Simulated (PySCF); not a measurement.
C6H5Cl.
SMILES with atom numbers: `[CH:1]#[C:2][C@@H:3]1[CH2:4]/[C:5]1=[CH:6]\[Cl:7]` (hydrogens: H8 on C1; H9 on C3; H10, H11 on C4; H12 on C6)

Cartesian coordinates in Å at the GFN2-xTB level; atoms count from 1:
```
atom  x, y, z in Å
C1     2.5339   -0.7274    0.9363
C2     1.6346   -0.2905    0.2767
C3     0.5552    0.2404   -0.4961
C4    -0.3390    1.3206    0.1015
C5    -0.8346   -0.0416   -0.0825
C6    -1.7814   -0.9307    0.0447
Cl7   -3.3391   -0.5354    0.7012
H8     3.3273   -1.1143    1.5024
H9     0.7616    0.2895   -1.5607
H10   -0.1301    1.6539    1.1088
H11   -0.7024    2.1010   -0.5524
H12   -1.6848   -1.9661   -0.2411
```

Four sets of settings were typed for PySCF runs (density fitting) on one GFN2-xTB geometry. Runs with no stated cap are allowed at least 80 cycles.

**Question.** One run ended without self-consistency. Which?
A. PBE0/pcSseg-1
B. KT3/def2-SVPD, energy threshold 1e-11 Eh
C. PBE0/pcSseg-1, fitting basis def2-universal-jkfit
D. PBE0/6-311+G(2d,p), at most 1 cycle

**Answer.** D. The cap of 1 cycle ended the SCF with an orbital gradient of 3.8e-01, before the energy threshold of 1e-09 Eh and the gradient threshold (its square root) were both met. Raise the cap. Its energy and orbitals aren't self-consistent and shouldn't be used.

The end of its output:
```
final grid: 105856 points
cycle   1  E = -691.3099737068  dE =  1.183e+00  |g| = 3.777e-01  |ddm| = 7.983e+00
SCF not converged, last energy = -691.3099737068
```

The others met their thresholds:

| settings | basis functions | SCF cycles | E (Eh) | HOMO (eV) | LUMO (eV) | dipole (D) |
| --- | --- | --- | --- | --- | --- | --- |
| KT3/def2-SVPD, energy threshold 1e-11 Eh | 187 | 13 | -698.3207 | -6.31 | -1.42 | 1.40 |
| PBE0/pcSseg-1, fitting basis def2-universal-jkfit | 151 | 10 | -691.2235 | -7.42 | -0.41 | 1.38 |
| PBE0/pcSseg-1 | 151 | 14 | -691.2235 | -7.42 | -0.41 | 1.38 |

Cycle counts include a coarse-grid stage where the run had one. KT3 was designed for NMR shieldings or shifts; total energies of different functionals aren't comparable.
